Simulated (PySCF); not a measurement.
CH₇F₂NSi₂, SMILES C[Si](F)(F)[SiH2]N.

Geometry optimised at ωB97X-D3(BJ)/def2-SVP. This is a generated structure with no PubChem entry under its InChIKey; it may be hypothetical. Other conformers were not sampled.

Calculation: HF/def2-TZVP run with PySCF.

Isolated molecule, no solvent.

```yaml
total_energy: -873.46667 hartree
highest_occupied_level: -10.78 eV
lowest_empty_level: 2.63 eV
orbital_gap: 13.41 eV
dipole_moment: 2.60 D
quadrupole, principal values (traceless, Buckingham form, about the centre of nuclear charge): -5.70, -2.90, 8.60 D·Å
mean_static_polarisability: 63.3 bohr³ (9.38 Å³)
polarisability_principal_values: 58.6, 61.0, 70.3 bohr³
```
